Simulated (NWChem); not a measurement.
System meant: GeH2I2; SMILES [I][GeH2][I]

Input file for NWChem:

```
start job
memory heap 200 mb stack 900 mb global 1100 mb
geometry units angstroms noautoz
  Ge     0.000000     0.000000    -1.060210
  I     -2.068833     0.000000     0.365362
  I      2.068833     0.000000     0.365362
  H      0.000000     1.283232    -1.900150
  H      0.000000    -1.283232    -1.900150
end
basis spherical
  * library def2-svp
end
ecp
  I library def2-ecp
end
dft
  odft
  mult 2
  xc xpbe96 cpbe96
  iterations 150
  mulliken
end
task dft energy
```

End of the output:

```
 Summary of "ao basis" -> "" (spherical)
 ------------------------------------------------------------------------------
       Tag                 Description            Shells   Functions and Types
 ---------------- ------------------------------  ------  ---------------------
 *                          def2-svp                  on all atoms

 Summary of "ao basis" -> "ao basis" (spherical)
 ------------------------------------------------------------------------------
       Tag                 Description            Shells   Functions and Types
 ---------------- ------------------------------  ------  ---------------------
 Ge                         def2-svp                12       32   5s4p3d
 I                          def2-svp                10       26   4s4p2d
 H                          def2-svp                 3        5   2s1p

 Summary of "ao basis" -> "ao basis" (spherical)
 ------------------------------------------------------------------------------
       Tag                 Description            Shells   Functions and Types
 ---------------- ------------------------------  ------  ---------------------
 Ge                         def2-svp                12       32   5s4p3d
 I                          def2-svp                10       26   4s4p2d
 H                          def2-svp                 3        5   2s1p

      Symmetry analysis of basis
      --------------------------

        a1         37
        a2         12
        b1         26
        b2         19

  number of electrons :                   84
  multiplicity        :                    2
 ------------------------------------------------------------------------
  no. of electrons and multiplicity not compatible                  84
 ------------------------------------------------------------------------
 ------------------------------------------------------------------------
  current input line :
    23: task dft energy
 ------------------------------------------------------------------------
 ------------------------------------------------------------------------
 There is an error in the input file
 ------------------------------------------------------------------------
 For more information see the NWChem manual at https://nwchemgit.github.io

0: no. of electrons and multiplicity not compatible:Received an Error in Communication
```

### Question
Can this run be used? If not, why, and what is the fix?

### Answer
The program refused the input. Cause: the multiplicity doesn't fit the number of electrons (an even count wants an odd multiplicity, and the reverse). This input runs:
```
start job
memory heap 200 mb stack 900 mb global 1100 mb
geometry units angstroms noautoz
  Ge     0.000000     0.000000    -1.060210
  I     -2.068833     0.000000     0.365362
  I      2.068833     0.000000     0.365362
  H      0.000000     1.283232    -1.900150
  H      0.000000    -1.283232    -1.900150
end
basis spherical
  Ge library def2-svp
  I library def2-svp
  H library def2-svp
end
ecp
  I library def2-ecp
end
dft
  xc xpbe96 cpbe96
  iterations 150
  mulliken
end
task dft energy
```
It converges to -2673.06988 Ha (PBE/def2-SVP with def2 effective core potentials on I).
